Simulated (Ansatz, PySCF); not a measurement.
C₃H₈OSi, SMILES O[SiH]1CCC1. Atoms are numbered in the order given.

```xyz
13

O      1.8969     0.7973    -0.2978
Si     0.5280     0.1577     0.4158
C     -1.1434     0.8632    -0.1043
C     -1.6453    -0.6171    -0.1615
C     -0.2893    -1.3783    -0.3284
H      2.6996     0.8433     0.2326
H      0.7446     0.0754     1.8952
H     -1.7165     1.5533     0.5316
H     -1.0781     1.2956    -1.1169
H     -2.1191    -0.8930     0.7948
H     -2.3820    -0.8182    -0.9565
H     -0.0241    -1.4780    -1.3944
H     -0.2228    -2.3708     0.1406
```

Coordinates come from a B3LYP-D3(BJ)/def2-SVP optimisation. Other conformers were not sampled.

Vertical ionisation energy (IE) and electron affinity (EA) in eV. Rows of orbital energies are one-electron estimates. Where ΔSCF, EOM or ADC give a negative EA the extra electron is unbound and the value depends on the basis.

```json
[
 {"level": "−ε(HOMO), −ε(LUMO), r2SCAN/def2-TZVP (PySCF)", "IE": "6.72", "EA": "-0.20"},
 {"level": "−ε(HOMO), −ε(LUMO), PBE/def2-TZVP (PySCF)", "IE": "6.43", "EA": "0.35"},
 {"level": "ΔSCF, CAM-B3LYP/def2-TZVPD (Ansatz), final states of multiplicity 2 and 2", "IE": "9.99", "EA": "-1.01"},
 {"level": "ΔSCF, PBE/def2-TZVPD (Ansatz), final states of multiplicity 2 and 2", "IE": "9.50", "EA": "-0.82"}
]
```

Problem. What vertical singlet–triplet gap does ΔSCF give with CAM-B3LYP/def2-TZVPD (Ansatz, an electronic-structure program) and with PBE/def2-TZVPD (Ansatz)? (Estimate from the structure and the level; the computed values follow.)

Solution. 6.73 and 5.89 eV (triplet above singlet where positive).
